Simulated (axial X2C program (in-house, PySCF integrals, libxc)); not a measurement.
Ω levels of FNdF from open-shell CI on f3 s1 d(πδ)0

Computed with an axial X2C code built on PySCF integrals: two-component X2C with atomic mean-field Coulomb and Gaunt terms, basis F dyall-av3z, Nd dyall-v3z (cores contracted in-house). Orbitals come from Hartree–Fock averaged over the configuration Nd f3 s1 d(πδ)0; CI then distributes these electrons over the f, s, d(πδ) shells of Nd.

F–Nd–F held linear, both bonds 2.114 Å (near the minimum of the configuration average).

Lowest levels of this model:

```
Ω  energy (cm⁻¹)     g∥              configuration
4              0   4.19                  98% f3 s1
5            725   8.25                  98% f3 s1
2           1018   2.05                  99% f3 s1
6           1046   8.16             100% f3 d(πδ)1
3           1144   4.44                  98% f3 s1
1           1210   0.07                  99% f3 s1
0           1508   0.00                 100% f3 s1
4           1801   7.95                  98% f3 s1
3           1962   4.65                  96% f3 s1
2           2003   3.24                  99% f3 s1
0           2089   0.00                  99% f3 s1
1           2160   2.25                  99% f3 s1
6           2210  12.24                  97% f3 s1
5           2391   7.88  66% f3 s1 + 34% f3 d(πδ)1
7           2558  12.22             100% f3 d(πδ)1
5           2676   7.36  66% f3 d(πδ)1 + 34% f3 s1
4           2705   5.27              95% f3 d(πδ)1
5           3148  11.43                  96% f3 s1
3           3258   3.19   93% f3 d(πδ)1 + 7% f3 s1
4           3363   8.34                  96% f3 s1
3           3473   5.82                  96% f3 s1
2           3536   3.94                  99% f3 s1
1           3550   2.28                  99% f3 s1
0           3554   0.00                  99% f3 s1
6           3798  11.27              96% f3 d(πδ)1
7           3815  16.13                  96% f3 s1
2           3827   3.45                  97% f3 s1
1           4090   1.50                  97% f3 s1
8           4126  16.21             100% f3 d(πδ)1
0           4277   0.00                  96% f3 s1
```

g∥ is the magnitude of 2⟨Lz + ge Sz⟩ for the +Ω component.

Task: From Ω and g∥ of the lowest level, whose 2⟨Lz + ge Sz⟩ is positive, find ⟨Sz⟩ and ⟨Lz⟩ (ge = 2.0023).

Result: Ω = ⟨Lz⟩ + ⟨Sz⟩ = 4 and ⟨Lz⟩ + ge⟨Sz⟩ = 2.095, so ⟨Sz⟩ = -1.90 and ⟨Lz⟩ = 5.90.

Occupations of the active spinors in the lowest level by ω, shell by shell in order of energy: -7/2: 0.00; -5/2: 0.00 0.00 0.00; -3/2: 0.00 0.01 0.00 0.00; -1/2: 0.02 0.02 0.97 0.00; 1/2: 0.90 0.05 0.01 0.00; 3/2: 0.92 0.06 0.02 0.00; 5/2: 0.95 0.05 0.00; 7/2: 0.01. The leading determinant has weight 0.81 among 657.

This point took 8.2 s on 1 thread of Arm Neoverse N1 (shared host).

Dynamic correlation is missing, so gaps between terms are too wide and other configurations may lie lower; the lowest level listed is that of this model, not necessarily the ground state. At most 4 roots were kept for each Ω > 0 (twice that for Ω = 0) within 2.2 eV of the lowest, so higher up levels can be missing between those listed; levels with Ω > 0 are doubly degenerate and listed once, Ω = 0 levels singly. States that fill the shells left empty in the average are placed too high. The molecule was held linear; bending was not examined.
